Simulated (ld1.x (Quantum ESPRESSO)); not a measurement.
# lead: ultrasoft pseudisation with LDA (PZ), scalar-relativistic reference atom.

```
Element                 : Pb (Z = 82)
Generator               : ld1.x (Quantum ESPRESSO) 7.5
Type                    : ultrasoft
Functional              : LDA (PZ)
Relativity              : scalar-relativistic
Frozen core             : [Xe] 4f14
Valence charge          : 14
Reference configuration : 5d10 6s2 6p0 (charge +2)
Partial waves           : 6s (bound): rcut 1.75, rcutus 2.15 bohr; 6s channel at 2.6 Ry: rcut 1.75, rcutus 2.15 bohr; 6p (bound, empty): rcut 2.15, rcutus 2.75 bohr; 6p channel at -0.6 Ry: rcut 2.15, rcutus 2.75 bohr; 5d (bound): rcut 1.90, rcutus 2.10 bohr; 5d channel at -1.5 Ry: rcut 1.90, rcutus 2.10 bohr
Local potential         : all-electron potential smoothed inside 2.30 bohr (lloc = -2)
Core correction         : Bessel-smoothed model core inside 1.05 bohr
Augmentation charge     : PSQ, inside the norm-conserving radii
```

All-electron outer shells of the reference configuration (LDA (PZ), scalar-relativistic, ld1.x):

```
shell  level (eV)  outermost node (bohr)  outermost maximum (bohr)
   5p     -102.86                   0.49                      0.88
   5d      -38.07                   0.52                      1.07
   6s      -27.88                   1.01                      1.93
   6p      -17.49                   1.18                      2.38
```

Results:

```json
{
 "Cutoffs needed": "30 Ry and 45 Ry (the cutoffs (Ry, on a coarse ladder) from which the occupation-weighted sum of valence levels, in a spherical-Bessel basis at the reference potential, stays within 10 and 1 mRy of its value at 400 Ry)",
 "Ghost test": "no extra level below or beside the all-electron valence levels (s, p, d, f tested) (spherical-Bessel basis up to 400 Ry, 20 bohr box)",
 "Largest excitation error": "+46 meV (all-electron minus pseudo) for 5d9 6s2 6p2, out of 7 test configurations",
 "Lowest eigenvalue of the overlap operator": "0.13 (d channel)",
 "Density cutoff estimated by the generator": "123 Ry"
}
```

Generation and tests took about 2 s on one core of a shared server CPU.
